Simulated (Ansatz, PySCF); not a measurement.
C4H10OSi, SMILES [SiH3][C@@]1(C)OCC1. Atoms are numbered in the order given.

```xyz
16

C      0.0384     1.5576     1.0602
C     -0.0353     0.2699     0.2606
Si     1.5962    -0.1885    -0.6249
C     -0.7625    -0.9200     0.9426
C     -1.7160    -0.8467    -0.2611
O     -1.0803     0.3386    -0.7660
H      0.7647     1.4640     1.8845
H     -0.9494     1.7977     1.4874
H      0.3465     2.4013     0.4224
H      1.3852    -1.4550    -1.3832
H      1.9801     0.9026    -1.5647
H      2.7025    -0.3966     0.3602
H     -1.2204    -0.6521     1.9066
H     -0.1964    -1.8551     1.0641
H     -2.7836    -0.6810    -0.0361
H     -1.6325    -1.6939    -0.9659
```

The structure is a stationary point at B3LYP-D3(BJ)/def2-SVP. The structure was generated by enumeration; whether it is a known compound was not checked.

Two levels are set side by side: PBE-D3(BJ)/def2-SVP (Ansatz, an electronic-structure program) and B3LYP-D3(BJ)/def2-SVP (Ansatz). Each level has its own optimised geometry; the coordinates shown are those of the second. Frequencies come from the Hessian of PySCF at each geometry. Differences are taken from unrounded values.

```csv
quantity,B3LYP-D3(BJ)
mean bond length (Å),1.351
bond C1–C2 (Å),1.518
bond C2–Si3 (Å),1.912
bond C2–C4 (Å),1.552
bond C2–O6 (Å),1.466
bond C4–C5 (Å),1.537
bond C5–O6 (Å),1.437
bond C1–H7 (Å),1.103
bond C1–H8 (Å),1.103
bond C1–H9 (Å),1.102
bond Si3–H10 (Å),1.491
bond Si3–H11 (Å),1.490
bond Si3–H12 (Å),1.496
bond C4–H13 (Å),1.100
bond C4–H14 (Å),1.100
bond C5–H15 (Å),1.104
bond C5–H16 (Å),1.105
highest harmonic wavenumber (cm⁻¹),3120
mean harmonic wavenumber (cm⁻¹),1347
zero-point energy (kcal/mol),80.87
```

Q: What does PBE-D3(BJ) give, and how far is it from B3LYP-D3(BJ)? (Estimate from the structure and the level; the computed values follow.)

A: 
```json
[
 {"quantity": "mean bond length (Å)", "PBE-D3(BJ)": "1.359", "PBE-D3(BJ) minus B3LYP-D3(BJ)": "0.008"},
 {"quantity": "bond C1–C2 (Å)", "PBE-D3(BJ)": "1.518", "PBE-D3(BJ) minus B3LYP-D3(BJ)": "0.001"},
 {"quantity": "bond C2–Si3 (Å)", "PBE-D3(BJ)": "1.923", "PBE-D3(BJ) minus B3LYP-D3(BJ)": "0.011"},
 {"quantity": "bond C2–C4 (Å)", "PBE-D3(BJ)": "1.553", "PBE-D3(BJ) minus B3LYP-D3(BJ)": "0.001"},
 {"quantity": "bond C2–O6 (Å)", "PBE-D3(BJ)": "1.474", "PBE-D3(BJ) minus B3LYP-D3(BJ)": "0.008"},
 {"quantity": "bond C4–C5 (Å)", "PBE-D3(BJ)": "1.538", "PBE-D3(BJ) minus B3LYP-D3(BJ)": "0.000"},
 {"quantity": "bond C5–O6 (Å)", "PBE-D3(BJ)": "1.445", "PBE-D3(BJ) minus B3LYP-D3(BJ)": "0.008"},
 {"quantity": "bond C1–H7 (Å)", "PBE-D3(BJ)": "1.110", "PBE-D3(BJ) minus B3LYP-D3(BJ)": "0.007"},
 {"quantity": "bond C1–H8 (Å)", "PBE-D3(BJ)": "1.111", "PBE-D3(BJ) minus B3LYP-D3(BJ)": "0.008"},
 {"quantity": "bond C1–H9 (Å)", "PBE-D3(BJ)": "1.109", "PBE-D3(BJ) minus B3LYP-D3(BJ)": "0.008"},
 {"quantity": "bond Si3–H10 (Å)", "PBE-D3(BJ)": "1.505", "PBE-D3(BJ) minus B3LYP-D3(BJ)": "0.013"},
 {"quantity": "bond Si3–H11 (Å)", "PBE-D3(BJ)": "1.503", "PBE-D3(BJ) minus B3LYP-D3(BJ)": "0.013"},
 {"quantity": "bond Si3–H12 (Å)", "PBE-D3(BJ)": "1.509", "PBE-D3(BJ) minus B3LYP-D3(BJ)": "0.013"},
 {"quantity": "bond C4–H13 (Å)", "PBE-D3(BJ)": "1.109", "PBE-D3(BJ) minus B3LYP-D3(BJ)": "0.008"},
 {"quantity": "bond C4–H14 (Å)", "PBE-D3(BJ)": "1.108", "PBE-D3(BJ) minus B3LYP-D3(BJ)": "0.008"},
 {"quantity": "bond C5–H15 (Å)", "PBE-D3(BJ)": "1.112", "PBE-D3(BJ) minus B3LYP-D3(BJ)": "0.008"},
 {"quantity": "bond C5–H16 (Å)", "PBE-D3(BJ)": "1.115", "PBE-D3(BJ) minus B3LYP-D3(BJ)": "0.010"},
 {"quantity": "highest harmonic wavenumber (cm⁻¹)", "PBE-D3(BJ)": "3062", "PBE-D3(BJ) minus B3LYP-D3(BJ)": "-59"},
 {"quantity": "mean harmonic wavenumber (cm⁻¹)", "PBE-D3(BJ)": "1308", "PBE-D3(BJ) minus B3LYP-D3(BJ)": "-39"},
 {"quantity": "zero-point energy (kcal/mol)", "PBE-D3(BJ)": "78.53", "PBE-D3(BJ) minus B3LYP-D3(BJ)": "-2.34"}
]
```

GGA bonds tend to be longer and softer than those of functionals with exact exchange. Differences between two approximate levels are no errors against the true value.
